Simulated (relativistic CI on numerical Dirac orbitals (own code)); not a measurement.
**How the errors of a small relativistic CI change along the 7-electron sequence**

Levels calculated with a relativistic CI code on KLI orbitals, against measured ones, in five cumulative steps: (1) Dirac-Coulomb, each configuration alone; (2) with Breit and QED terms; (3) with configuration mixing; (4) with scaled Slater integrals; (5) with a P86 correlation estimate. Each ion has its own short list of configurations; levels above 2,000 cm⁻¹ that pair in every step are counted, and ions without enough such levels are left out. The scale is 0.85 up to charge 4 and 0.9 beyond; P86 is a density functional added for each configuration.

Median relative error (%):

```
 Ion   Ground  Levels  (1)  (2)  (3)  (4)  (5)
   N  2s2 2p3      38  4.4  4.4  4.1  6.2  0.8
  O⁺  2s2 2p3      54  1.2  1.2  1.0  2.3  0.3
 F²⁺  2s2 2p3      64  0.5  0.5  0.5  1.3  0.6
Ne³⁺  2s2 2p3      26  0.3  0.3  0.4  0.8  0.6
Mg⁵⁺  2s2 2p3      55  0.4  0.4  0.5  0.3  0.6
Al⁶⁺  2s2 2p3      35  0.4  0.4  0.6  0.6  0.3
```

Mean absolute error (cm⁻¹):

| Ion | (1) | (2) | (3) | (4) | (5) |
| --- | --- | --- | --- | --- | --- |
| N | 4030 | 4028 | 3433 | 5304 | 1077 |
| O⁺ | 3116 | 3119 | 2276 | 4664 | 1258 |
| F²⁺ | 3212 | 3226 | 3910 | 5912 | 2456 |
| Ne³⁺ | 2286 | 2281 | 3058 | 4333 | 3659 |
| Mg⁵⁺ | 6229 | 6213 | 6708 | 4361 | 5720 |
| Al⁶⁺ | 6937 | 6796 | 6149 | 5966 | 4382 |

In step (3), fully ab initio, the relative error is 4.1 % for N and 0.6 % for Al⁶⁺, while the absolute error goes from 3433 to 6149 cm⁻¹. The relative error falls from the first to the last ion but not steadily. The sets of levels differ from ion to ion, which blurs the trend. Mixing (step 3) lowers the mean absolute error for 3 of the 6 ions and scaling (step 4) for 2. The P86 step changes the mean absolute error by a factor of 0.2 for the first ion and 0.7 for the last.

Sources of the measured levels: N, NIST Handbook of Basic Atomic Spectroscopic Data (Sansonetti and Martin, J. Phys. Chem. Ref. Data 34, 1559 (2005)); O⁺, NIST Handbook of Basic Atomic Spectroscopic Data (Sansonetti and Martin, J. Phys. Chem. Ref. Data 34, 1559 (2005)); F²⁺, Moore, Atomic Energy Levels, vol. I, NSRDS-NBS 35 (1971 reprint of NBS Circular 467, 1949); Ne³⁺, Moore, Atomic Energy Levels, vol. I, NSRDS-NBS 35 (1971 reprint of NBS Circular 467, 1949); Mg⁵⁺, NIST levels in Kelleher and Podobedova, J. Phys. Chem. Ref. Data 37, 267 (2008); Al⁶⁺, NIST levels in Kelleher and Podobedova, J. Phys. Chem. Ref. Data 37, 709 (2008); Martin and Zalubas, J. Phys. Chem. Ref. Data 8, 817 (1979). Some J values or terms were assigned by a fit.
